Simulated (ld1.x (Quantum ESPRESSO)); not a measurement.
## platinum (Pt), TM: configuration errors across variants

Pt, norm-conserving Troullier–Martins (Kleinman–Bylander form), made with ld1.x (Quantum ESPRESSO) 7.5 (LDA (PZ), non-relativistic). Core [Xe] 4f14, reference 5d9 6s0 6p1. Waves: 6p (bound): rc 3.00 bohr; 5d (bound): rc 1.90 bohr; 5f channel at 0.5 Ry: rc 2.85 bohr; 6s (bound, empty): rc 2.20 bohr. Local part: the s channel. Core correction: a·sin(br)/r model core inside 1.45 bohr.

All-electron excitation energies from the reference (eV): (1) 5d9 6s1 6p0 -3.504; (2) 5d9 6s0 6p0 4.018; (3) 5d8 6s0 6p0 24.879; (4) 5d9.5 6s0.5 6p0 -4.833; (5) 5d8 6s1 6p0 9.096; (6) 5d9 6s0.5 6p0 -0.541; (7) 5d6 6s0 6p0 105.272; (8) 5d9 6s0 6p1 spin -0.280; (9) 5d9 6s1 6p0 spin -3.848.

Spin tests fill each open shell by Hund’s rule, majority spin first.

Errors AE − PS in meV (a dash: test not solved or not reliable):

```csv
change,(1),(2),(3),(4),(5),(6),(7),(8),(9),bound ghosts
base,-1.5,-3.6,-95,-22,-85,-0.6,-1442,+17,+18,none
core correction none,+0.9,-1.6,-61,-18,-68,-0.3,-970,+87,+99,none
core correction a·sin(br)/r model core inside 0.82 bohr,-1.6,-3.7,-97,-23,-88,-0.6,-1487,+2.9,+3.4,none
core correction a·sin(br)/r model core inside 1.18 bohr,-1.6,-3.7,-96,-22,-87,-0.6,-1477,+6.6,+7.2,none
core correction a·sin(br)/r model core inside 1.36 bohr,-1.5,-3.6,-96,-22,-86,-0.6,-1458,+13,+14,none
core correction a·sin(br)/r model core inside 2.04 bohr,-1.2,-3.3,-87,-21,-74,-0.6,-1242,+61,+65,none
core correction a·sin(br)/r model core inside 2.24 bohr,-1.1,-3.2,-82,-20,-71,-0.5,-1164,+72,+78,none
```

Problem. Give the same row for: core correction a·sin(br)/r model core inside 1.64 bohr.

Solution. -1.4, -3.5, -93, -22, -82, -0.6, -1390, +31, +32; bound ghosts: none.
